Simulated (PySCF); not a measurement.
Energy landscape of Cl2Mg, singlet: symmetric bend, bond length relaxed. Scanned: Cl-Mg-Cl angle. Other coordinates (Mg-Cl bond length) were minimised at B3LYP/def2-TZVP.

Method: CCSD(T) on RHF/cc-pVTZ, 11 core orbitals frozen (PySCF 2.14.0).

Scanned values (°): 180, 170, 160, 150, 140, 130, 120, 110, 100, 90, 80.

Q: Locate the minima and the barriers on this grid.

A: Lower than their neighbours: 180° (0.000 eV, end of the scan). Higher than their neighbours: 80° (2.257 eV, end of the scan). The whole profile spans 2.257 eV.
